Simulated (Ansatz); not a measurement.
MgSe2⁺. The state is a doublet with charge 1. Geometry PBE-D4/def2-TZVP, that of the neutral singlet; atoms count from 1.

| atom | x (Å) | y (Å) | z (Å) |
| --- | --- | --- | --- |
| Mg1 | -0.8013 | -1.0547 | -0.1719 |
| Se2 | 0.2461 | 0.4363 | 1.3649 |
| Se3 | 0.5552 | 0.6183 | -1.1930 |

The structure comes from a short search, and lower isomers may exist.

Q: Estimate the Mulliken populations from the PBE0/def2-TZVP orbitals of Ansatz.

A: 
```
atom  charge (e)  spin (α − β)
 Mg1        1.00         -0.06
 Se2        0.00          0.53
 Se3        0.00          0.53
```
Mulliken values and Mayer orders depend strongly on the basis.

Q: Where does the spin sit?

A: Summed by element: Mg -0.06, Se 1.06, of 1 unpaired in all. Largest on single atoms: Se2 0.53, Se3 0.53, Mg1 -0.06.

Q: And the Mayer bond orders between bonded heavy atoms (over 0.3)?

A: Mg1–Se2 0.80 (2.38 Å); Mg1–Se3 0.80 (2.38 Å); Se2–Se3 1.40 (2.58 Å).
